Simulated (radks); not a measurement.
Species: Kr2+. Configuration: [Ar] 3d10 4s2 4p4 (the NIST ground configuration). All-electron calculation, Dirac Kohn-Sham, BLYP, spin-unpolarised, spherical densities, finite nucleus; open shells fill j = l - 1/2 first; Fermi nuclear charge, rms radius 4.1884 fm. Program: a radial shooting solver on a logarithmic mesh with Libxc functionals.

Spin-orbit splittings of the eigenvalues, e(l+1/2) - e(l-1/2), with zeta = 2 splitting/(2l+1) and mean radii in bohr:

\begin{tabular}{lrrrrr}
shell & occ. & splitting (eV) & zeta (eV) & <r> j=l-1/2 & <r> j=l+1/2 \\ \hline
2p & 6 & 53.88 & 35.92 & 0.1573 & 0.1613 \\
3p & 6 & 7.934 & 5.289 & 0.5333 & 0.5438 \\
3d & 10 & 1.307 & 0.5228 & 0.5526 & 0.5565 \\
4p & 4 & 0.8089 & 0.5392 & 1.721 & 1.753 \\
\end{tabular}
